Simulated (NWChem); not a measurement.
**Basis-set convergence for H₂F₂Si**

```xyz
5

Si     0.0000     0.0000    -0.4575
F      1.3041     0.0000     0.4955
F     -1.3041     0.0000     0.4955
H      0.0000    -1.2445    -1.2566
H      0.0000     1.2445    -1.2566
```
Charge 0, spin multiplicity 1.

Everything below was run with NWChem. Structure: optimised with B3LYP/def2-SVP, a minimum by its harmonic frequencies.

Quantity: dipole moment at the level PBE0.

The Pople sets run with spherical d functions. The structure started from a generated list of species.

```tsv
basis	functions	dipole moment (D)
3-21G	35	(withheld)
6-31G*	50	1.61
cc-pVDZ	56	(withheld)
6-31+G*	62	1.86
6-311++G**	88	(withheld)
aug-pcseg-1	91	1.73
def2-TZVP	111	1.65
cc-pVTZ	122	1.60
def2-TZVPP	132	1.66
aug-cc-pVTZ	188	1.71
```

### Question
Complete the blanks.

### Answer

- 3-21G, dipole moment (D): 1.83
- cc-pVDZ, dipole moment (D): 1.68
- 6-311++G**, dipole moment (D): 1.99
